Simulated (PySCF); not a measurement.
Compound: C3H8OSeSi.
Numbering: `[OH:1][Si@@H:2]([SeH:3])[CH:4]1[CH2:5][CH2:6]1` (hydrogens: H7 on O1; H8 on Si2; H9 on Se3; H10 on C4; H11, H12 on C5; H13, H14 on C6)

Method: PySCF, PBE0-D3(BJ)/def2-SVP geometry optimisation, gas phase; density fitting, grid level 1; the optimiser is geomeTRIC in internal coordinates, started from a GFN2-xTB structure with every atom displaced at random (about 0.01 Å).

The end geometry, which sets the zero of energy:
```
atom  x, y, z in Å
O1      2.0208   -0.0284    1.6644
Si2     1.0647    0.6264    0.4688
Se3     1.7716    0.0475   -1.6369
C4     -0.6985    0.0488    0.5621
C5     -1.2230   -1.1035   -0.2646
C6     -1.6719    0.2842   -0.5697
H7      2.1600   -0.9799    1.6160
H8      1.2045    2.0931    0.6627
H9      2.9514    0.9200   -1.5447
H10    -1.1234    0.1290    1.5705
H11    -1.9290   -1.7869    0.2148
H12    -0.5452   -1.5958   -0.9706
H13    -2.6932    0.5704   -0.3044
H14    -1.2946    0.7580   -1.4814
```

Question: These geometries come from the run, each turned onto the end geometry. Order them by energy, lowest first.
A.
```
atom  x, y, z in Å
O1      2.0454    0.0658    1.6526
Si2     1.0580    0.6341    0.4449
Se3     1.7820    0.0347   -1.6490
C4     -0.6893    0.0026    0.5581
C5     -1.2440   -1.1015   -0.3125
C6     -1.6939    0.3006   -0.5321
H7      2.2146   -0.8817    1.6803
H8      1.1277    2.1106    0.6019
H9      3.0539    0.7502   -1.4723
H10    -1.0866    0.0297    1.5806
H11    -1.9390   -1.8095    0.1470
H12    -0.5852   -1.5565   -1.0600
H13    -2.7064    0.5779   -0.2259
H14    -1.3430    0.8261   -1.4267
```
B.
```
atom  x, y, z in Å
O1      2.0416    0.0513    1.6536
Si2     1.0540    0.6360    0.4502
Se3     1.7792    0.0258   -1.6401
C4     -0.6916    0.0108    0.5615
C5     -1.2335   -1.0998   -0.3071
C6     -1.6900    0.3003   -0.5360
H7      2.1927   -0.8969    1.6592
H8      1.1390    2.1112    0.6116
H9      3.0357    0.7715   -1.4871
H10    -1.0947    0.0445    1.5819
H11    -1.9289   -1.8058    0.1540
H12    -0.5686   -1.5576   -1.0464
H13    -2.7043    0.5760   -0.2345
H14    -1.3364    0.8157   -1.4338
```
C.
```
atom  x, y, z in Å
O1      2.0490    0.0745    1.6567
Si2     1.0578    0.6297    0.4475
Se3     1.7346    0.0156   -1.6535
C4     -0.6913    0.0085    0.5652
C5     -1.2257   -1.0902   -0.3241
C6     -1.6957    0.3069   -0.5268
H7      2.2320   -0.8772    1.7138
H8      1.1137    2.1076    0.5854
H9      3.0304    0.7005   -1.4671
H10    -1.0887    0.0239    1.5864
H11    -1.9112   -1.8184    0.1208
H12    -0.5526   -1.5214   -1.0777
H13    -2.7137    0.5695   -0.2267
H14    -1.3444    0.8536   -1.4129
```
D.
```
atom  x, y, z in Å
O1      2.0447    0.1446    1.6199
Si2     1.0206    0.6493    0.4296
Se3     1.8244   -0.0409   -1.6244
C4     -0.6865   -0.0247    0.5702
C5     -1.2430   -1.0865   -0.3769
C6     -1.7421    0.3238   -0.4808
H7      2.2810   -0.7463    1.7366
H8      1.1534    2.1067    0.5184
H9      3.1266    0.5668   -1.4162
H10    -1.1003   -0.0808    1.5979
H11    -1.9070   -1.8409    0.0397
H12    -0.5757   -1.4457   -1.1372
H13    -2.7744    0.5512   -0.1713
H14    -1.4275    0.9063   -1.3186
```

Answer: B (0.003 eV), A (0.007 eV), C (0.020 eV), D (0.142 eV).

In the order of the answer:

| step | E above end (eV) | largest force (eV/Å) | rms force component (eV/Å) | rms distance from end (Å) | rms bond change (Å) | bond most changed (Å) |
| --- | --- | --- | --- | --- | --- | --- |
| 3 | 0.003 | 0.12 | 0.029 | 0.082 | 0.001 | O1–H7 -0.003 |
| 2 | 0.007 | 0.16 | 0.043 | 0.097 | 0.002 | O1–Si2 -0.005 |
| 1 | 0.020 | 0.52 | 0.138 | 0.115 | 0.004 | O1–H7 +0.008 |
| 0 | 0.142 | 1.89 | 0.588 | 0.204 | 0.018 | O1–H7 -0.034 |

The cost below is that of the whole optimisation. Time: 1.7 min wall; peak memory 0.58 GiB. Hardware: Arm Neoverse V1, one thread, no GPU, shared host with 32 logical CPUs at a one-minute load of 28.
